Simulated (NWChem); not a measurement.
# H2TeS; SMILES [TeH]S

```xyz
4

Te     0.0281     0.5859     0.0082
H     -1.6346     0.7698     0.0125
S      0.0107    -1.8264     0.0530
H      0.0047    -2.0156    -1.2865
```
Atoms are numbered in this order, from 1.

Program: NWChem. Medium grid unless said otherwise, to which SCAN and Minnesota functionals are sensitive. Structure relaxed at the PBE0/def2-SVP level. def2 effective core potentials on Te; no spin-orbit coupling.

Problem. Order these by “orbital gap (eV)”, lowest first: B3LYP/def2-TZVP; MPW1K/def2-TZVP; SCAN/def2-TZVP; LRC-wPBEh/def2-TZVP; LC-wPBE (HJS exchange hole, range parameter 0.4 per bohr)/def2-TZVP.

Solution. SCAN/def2-TZVP (3.25), B3LYP/def2-TZVP (4.33), MPW1K/def2-TZVP (6.14), LRC-wPBEh/def2-TZVP (8.23), LC-wPBE (HJS exchange hole, range parameter 0.4 per bohr)/def2-TZVP (9.51)
